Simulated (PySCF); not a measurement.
A structure optimised at PBE-D3(BJ)/def2-SVP, used in a PySCF frequency run:

```
C
H 1 1.1132
H 1 1.1132 2 107.28
C 1 1.4529 2 110.75 3 120.97
C 4 1.2243 3 151.23 1 177.63
C 5 1.4564 3 161.59 1 178.70
H 6 1.1104 5 111.57 3 -2.51
H 6 1.1104 7 107.57 5 -122.65
H 6 1.1104 7 107.39 8 -115.31
S 1 1.8488 2 108.56 3 -117.14
C 10 1.8175 1 98.19 2 58.15
H 11 1.1070 10 106.76 1 179.99
H 11 1.1098 12 108.53 10 -120.60
H 11 1.1098 12 108.53 13 -118.80
```
Charge 0, spin multiplicity 1.

Problem. Write its SMILES and formula.

Solution. CC#CCSC, C5H8S

Problem. What are its rotational constants (standard atomic weights)?

Solution. 12.908, 1.0127, 0.95641 GHz
